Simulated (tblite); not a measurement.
Species: C₆H₉O (doublet state).
Z-matrix (Å and degrees, GFN2-xTB geometry), rows numbered from 1:
```
O 
C   1  1.1908
C   2  1.4839  1  133.10
C   3  1.5522  2  113.49  1    16.72
C   4  1.5292  3  105.41  2   126.37
C   5  1.5257  4  103.85  3   -28.25
C   6  1.5256  5  102.81  4    42.02
H   3  1.0944  2  104.38  1  -105.10
H   4  1.0910  3  109.26  2     7.73
H   4  1.0889  3  111.49  2  -111.49
H   5  1.0890  4  112.13  3  -150.21
H   5  1.0915  4  110.16  3    89.01
H   6  1.0910  5  110.00  4   -75.09
H   6  1.0888  5  112.72  4   163.49
H   7  1.0904  3  109.97  2   140.41
H   7  1.0887  3  111.75  2    19.91
```

Method: GFN2-xTB as coded in tblite; computed harmonic values from a numerical Hessian at the method's own geometry, unscaled. Against measured fundamentals such values can be off by several per cent, at times by over 20. One conformer, not necessarily the lowest. Open shells enter through the occupations alone, without spin polarisation, and single modes of such species can be off by tens of per cent.

Harmonic wavenumbers (cm⁻¹): 35.9, 70.7, 200.2, 254.1, 395.5, 555.7, 571.9, 619.8, 805.6, 853.4, 876.8, 935.3, 974.2, 980.2, 991.8, 1062.2, 1084.7, 1098.4, 1115.0, 1156.6, 1178.7, 1219.3, 1224.4, 1239.8, 1292.5, 1308.4, 1316.2, 1322.6, 1479.0, 1481.0, 1487.4, 1501.1, 1898.1, 2934.0, 2976.1, 2985.0, 2990.7, 2999.8, 3008.7, 3011.1, 3014.4, 3017.4.

A = 5038, B = 2025, C = 1747 MHz; mass 97.065 u (most abundant isotopes); point group C1, symmetry number 1; spin multiplicity 2.

Problem. Zero-point energy?

Solution. ½Σν̃ = 29762 cm⁻¹ = 85.09 kcal/mol.

Problem. Entropy at 350 K, 1 bar (ideal gas, RRHO, classical rotation)?

Solution. Translation 40.45, rotation 27.77, vibration 20.79, spin (R ln 2) 1.38: S = 90.4 cal/(mol K).

Problem. And Cp and H(350 K) − H(0)?

Solution. Cp = 31.18 cal/(mol K), of which vibrations give 23.23 (their classical limit is 42 R = 83.5); H(350 K) − H(0) = 6.47 kcal/mol without the zero-point energy, 3.69 from vibrations.

Problem. How do the functions run with temperature in this model?

Solution. 
```
 T (K)  S (cal/(mol K))  Cp (cal/(mol K))  H − H(0) (kcal/mol)  G − H(0) (kcal/mol)  ln q(vib)
   150             71.8              16.2                 1.87                -8.90       2.23
   250             81.4              22.6                 3.78               -16.58       3.69
298.15             85.8              26.6                 4.97               -20.60       4.39
   400             94.8              35.5                 8.14               -29.80       5.93
   600            112.1              49.8                16.75               -50.51       9.19
   900            135.2              63.7                33.96               -87.70      14.23
```

q(vib) and H(0) count from the zero-point level.

Problem. Which modes carry the vibrational entropy at 350 K?

Solution. 35.9 cm⁻¹: 5.79; 70.7 cm⁻¹: 4.45; 200.2 cm⁻¹: 2.43; 254.1 cm⁻¹: 1.99; 395.5 cm⁻¹: 1.23; 555.7 cm⁻¹: 0.73 cal/(mol K); the other 36 give 4.18 together.

Problem. Blend soft modes into free rotors: weight 1/[1 + (100 cm⁻¹/ν̃)⁴] for the oscillator and the rest for a rotor with moment μB/(μ + B), μ = h/(8π²ν), B = 10⁻⁴⁴ kg m². What vibrational entropy results?

Solution. 18.19 cal/(mol K) in place of 20.79, which changes −T·S at 350 K by +0.91 kcal/mol.

Hindered rotation and anharmonicity are outside this model. Other conformers, if any are populated, would add a mixing term that is left out. The structure is chiral; the term R ln 2 for an equal mix with its mirror image is left out.

On an Arm Neoverse V2 with one thread, shared host, this took 0.32 s of wall time. This covers the Hessian and the dipole derivatives.
